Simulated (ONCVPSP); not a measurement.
**An all-electron radial function and its pseudo partner (Ce)**

Columns: radius, all-electron u(r) and pseudo u(r) of the 5p shell (level -23.54 eV) of cerium in the configuration [Kr] 4d10 4f1 5s2 5p6 5d1 6s1.5 6p0.5; BLYP, scalar-relativistic, ONCV scheme, ONCVPSP 4.0.1.

```tsv
r (bohr)	all-electron	pseudo
0.152	0.2181	0.0213
0.305	0.0466	0.0832
0.458	-0.4060	0.1791
0.610	-0.4007	0.2972
0.762	-0.1044	0.4254
0.915	0.2505	0.5512
1.068	0.5428	0.6618
1.220	0.7379	0.7474
1.372	0.8434	0.8031
1.525	0.8781	0.8270
1.678	0.8618	0.8200
1.830	0.8132	0.7862
1.982	0.7463	0.7322
2.135	0.6705	0.6647
2.288	0.5931	0.5914
2.440	0.5189	0.5186
2.592	0.4498	0.4497
2.745	0.3866	0.3866
2.898	0.3303	0.3303
3.050	0.2811	0.2811
3.202	0.2382	0.2382
3.355	0.2010	0.2010
3.508	0.1691	0.1691
3.660	0.1421	0.1421
3.812	0.1191	0.1191
3.965	0.0996	0.0995
```

How many radial nodes do the two functions have?

The all-electron 5p function has n − l − 1 = 3 (the table is too coarse to show those close to the nucleus); the pseudo-wave has 0, since the states of the same l below it are removed with the core.

At about which radius was the pseudo-wave matched?

3.05 bohr. The columns agree to 0.0005 from 2.44 bohr on; several derivatives are matched, so the curves merge somewhat inside the radius.

Is the pseudo-wave norm-conserving?

Yes: the ONCV scheme keeps the norm inside the radius equal to the all-electron one, which fixes the energy derivative of the logarithmic derivative at the level.
